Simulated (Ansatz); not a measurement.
H8Si4, SMILES `[SiH2]=[Si]([SiH3])[SiH3]` (charge 0, multiplicity 1).

Cartesian coordinates (Å):
```xyz
12

Si     0.4375     2.2343     0.0474
Si     0.0318     0.1355    -0.0313
Si     1.8284    -1.2908     0.2873
Si    -2.1779    -0.4934    -0.3241
H      1.7961     2.7920     0.2405
H     -0.6070     3.2703    -0.1263
H      2.0159    -2.1845    -0.8867
H      3.0457    -0.4579     0.4713
H      1.6272    -2.1431     1.4895
H     -2.3407    -1.3175    -1.5516
H     -2.9920     0.7437    -0.4502
H     -2.6649    -1.2888     0.8344
```
Charge 0, multiplicity 1.

Frozen-core energies in 6-31g from Ansatz (a quantum-chemistry and plane-wave program) at a geometry from PBE0-D3(BJ)/def2-TZVP; the HF reference has <S^2> = 0.00 (restricted, and unstable towards unrestricted orbitals) and the T1 diagnostic is 0.010.

```csv
level,energy (Ha),difference from CCSDT(Q) (mHa)
HF,-1160.10524,292.82
MP2,-1160.32635,71.71
CCSD,-1160.38971,8.35
CCSD(T),-1160.39628,1.78
CCSDT,-1160.39755,0.51
CCSDT(Q),-1160.39806,0.00
```
